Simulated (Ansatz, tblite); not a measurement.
Forces on the cluster Ru₃⁺ at its PBE-D4/def2-TZVP geometry. Total charge 1; doublet.

In the def2 sets Ru takes a core potential; there is no spin–orbit coupling. The xTB rows come from tblite. At PBE0-D4/def2-TZVP the charge 1 doublet is spin-contaminated (final ⟨S²⟩ up to 3.90, 0.75 for a pure state). The structure comes from a short search, and lower isomers may exist.

GFN1-xTB (tblite), largest force 3.82 eV/Å:

```xyz
3
positions Å, forces eV/Å
Ru    0.124   -0.651   -0.960    0.296   -2.272   -3.054
Ru    0.689    1.311   -0.096    0.219    1.707    1.340
Ru   -0.813   -0.659    1.056   -0.516    0.565    1.714
```

GFN2-xTB (tblite), largest force 1.58 eV/Å:

```
Ru 0.115 -0.948 -1.256
Ru 0.354 1.056 0.358
Ru -0.469 -0.108 0.898
```

PBE0-D4/def2-TZVP (Ansatz), largest force 1.31 eV/Å:

```
Ru 0.200 -0.650 -1.123
Ru 0.304 0.806 0.199
Ru -0.504 -0.156 0.924
```
